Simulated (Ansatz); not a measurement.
Cost and result for the atomization energy of `Cl[BH][GeH3]` (7 atoms, 6 bonds).

| atom | x (Å) | y (Å) | z (Å) |
| --- | --- | --- | --- |
| Cl1 | -0.245 | 2.370 | 0.749 |
| B2 | 0.642 | 0.905 | 0.455 |
| Ge3 | -0.340 | -0.735 | -0.330 |
| H4 | 1.802 | 0.928 | 0.733 |
| H5 | -1.471 | -1.168 | 0.620 |
| H6 | -0.984 | -0.365 | -1.678 |
| H7 | 0.596 | -1.935 | -0.550 |

The species carries charge 0 and has multiplicity 1. Correlated methods include outer-core shells of Ge, which these sets cover unevenly. Scalar relativity is left out up to krypton. All single points use the PBE0-D4/def2-TZVP geometry. Program: Ansatz. All runs use 2 threads of a server CPU on a shared host. Times are those of one run each, without the atoms' runs, and a repeat can differ threefold. Electronic energies, without spin–orbit coupling; frozen cores. CCSD(T)/CBS adds CCSD(T) − MP2 in def2-TZVPP to the MP2 limit, and its time is that of the two runs behind it. T1 = 0.013. With those shells the extrapolation isn't a true limit. HSE06 is the plane-wave form, built on full-range PBE exchange.

CCSD(T)/CBS is a level of theory with its own doubt, some kJ/mol a heavy atom from the limit and from the frozen cores, so smaller differences don't rank the functionals.

```tsv
level	functions	wall time
LDA (SPW92)/def2-TZVPP	177	1.2 s
revPBE-D4/def2-TZVPP	177	2.1 s
PBE-D4/def2-TZVPP (with forces)	177	2.5 s
PBE0-D4/def2-TZVPP	177	2.7 s
CCSD(T)/def2-SVP	84	2.8 s
HSE06-D4/def2-TZVPP	177	3.2 s
CAM-B3LYP-D4/def2-TZVPP	177	3.3 s
r2SCAN-D4/def2-TZVPP (with forces)	177	5 s
B2PLYP/def2-TZVPP	177	5.5 s
B97M-V/def2-TZVPP	177	9.1 s
MP2/def2-QZVPP	336	17 s
CCSD(T)/def2-TZVPP	177	52 s
CCSD(T)/CBS(def2)	–	69 s
```

Q: What atomization energy does each give, and how far from CCSD(T)/CBS? (Estimate.)

A: Computed: 
```tsv
level	atomization (kcal/mol)	difference from CCSD(T)/CBS	per bond
LDA (SPW92)/def2-TZVPP	541.6	61.0	10.2
revPBE-D4/def2-TZVPP	471.5	-9.1	-1.5
PBE-D4/def2-TZVPP (with forces)	481.4	0.8	0.1
PBE0-D4/def2-TZVPP	478.9	-1.7	-0.3
CCSD(T)/def2-SVP	455.4	-25.2	-4.2
HSE06-D4/def2-TZVPP	478.9	-1.7	-0.3
CAM-B3LYP-D4/def2-TZVPP	480.6	0.0	0.0
r2SCAN-D4/def2-TZVPP (with forces)	484.9	4.3	0.7
B2PLYP/def2-TZVPP	474.1	-6.5	-1.1
B97M-V/def2-TZVPP	489.5	8.9	1.5
MP2/def2-QZVPP	477.9	-2.7	-0.5
CCSD(T)/def2-TZVPP	472.0	-8.6	-1.4
CCSD(T)/CBS(def2)	480.6	0.0	0.0
```

From r2SCAN to r2SCAN0 (25 % exact exchange), in def2-TZVPP and without D4, the atomization energy moves by −4.8 kcal/mol: exact exchange takes away binding that semilocal exchange gives to molecules. At CCSD(T), def2-SVP lies −25.2 kcal/mol from the extrapolated value and def2-TZVPP −8.7 kcal/mol: correlation converges slowly with the basis, and small sets miss more of it in the bonded molecule than in its fragments. The D4 term adds +4.9 kcal/mol with B3LYP and +2.5 kcal/mol with PBE0; it sums over pairs of atoms, weighted by their polarisabilities, and B3LYP, whose exchange is more repulsive, gets the larger term.

B3LYP here is the variant with VWN-RPA as its local correlation; programs differ in this.
